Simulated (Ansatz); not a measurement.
Species: [Sc(Cl)(F)2] (charge 0, multiplicity 1), formula ClF$_{2}$Sc.

Question: How many basis functions does Ansatz (a quantum-chemistry and plane-wave program) with frozen-core CCSD(T)/def2-TZVPP // PBE-D3(BJ)/def2-SVP use, how many core orbitals are frozen, and how many electrons are correlated?

Answer: 168 basis functions and 12 frozen orbitals, which leaves 32 correlated electrons. Core time is of the order of seconds.
